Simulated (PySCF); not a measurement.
I6Y2, SMILES [Y]12([I])([I])[Y]([I]1)([I]2)([I])[I] (connectivity only; charge and spin as stated), neutral, multiplicity 1.

Geometry: B3LYP-D3(BJ)/def2-SVP. The multiplicity is an assumed one; other spin states were not compared. The def2 effective core potentials stand for the cores of I, Y; spin–orbit coupling is left out.

Level of theory: PBE/def2-SVP (PySCF).

Symmetry labels are those of the subgroup D2h that the program uses (full group D2h).

Q: List the valence orbital energies around the gap with their symmetry. (Estimate from the structure and the level; the computed values follow.)

A: 
```tsv
orbital	symmetry	energy (eV)
HOMO−7	Ag	-7.08
HOMO−6	B1u	-7.07
HOMO−5	Au	-7.02
HOMO−4	B2g	-6.96
HOMO−3	B3u	-6.94
HOMO−2	B1g	-6.88
HOMO−1	B3g	-6.73
HOMO	B2u	-6.69
LUMO	Ag	-3.96
LUMO+1	Au	-3.12
LUMO+2	B2g	-2.83
LUMO+3	B1g	-2.69
```
